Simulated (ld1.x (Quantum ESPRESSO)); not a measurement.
Configuration tests for Se (Z = 34) (TM)

| Property | Result |
| --- | --- |
| Element | Se (Z = 34) |
| Generator | ld1.x (Quantum ESPRESSO) 7.5 |
| Type | norm-conserving Troullier–Martins (Kleinman–Bylander form) |
| Functional | BLYP |
| Relativity | scalar-relativistic |
| Frozen core | [Ar] 3d10 |
| Valence charge | 6 |
| Reference configuration | 4s1.5 4p4.5 |
| Partial waves | 4p (bound): rc 1.35 bohr; 4d channel at 0.05 Ry: rc 1.15 bohr; 4s (bound): rc 1.25 bohr |
| Local potential | the s channel |
| Core correction | Bessel-smoothed model core inside 0.70 bohr |

Energies are relative to the spin-unpolarised reference configuration 4s1.5 4p4.5; without spin polarisation the order of configurations can differ from experiment.

```csv
valence configuration,charge,ΔE all-electron (eV),error AE − PS (meV)
4s2 4p4,0,-5.441,-1.2
4s2 4p3,+1,5.263,-2.7
4s2 4p2,+2,25.499,-18
4s0 4p6,0,16.656,-20
4s2 4p3.5,+0.5,-1.203,-0.8
4s2 4p1,+3,56.324,-55
```

(1) What are ΔE and the potential's error for 4s2 4p0?

Levels in the configuration 4s2 4p0:

```
level  all-electron (eV)  pseudo (eV)
   4s            -61.863      -62.016
```

Note: ghost states, extra bound levels that the all-electron valence spectrum of the same l lacks: p at -138.0 eV, d at -29.4 eV. A true bound ghost makes a file unfit for plane-wave use.

Results:

(1) ΔE = 98.587 eV all-electron; the error (AE − PS) is -111 meV.
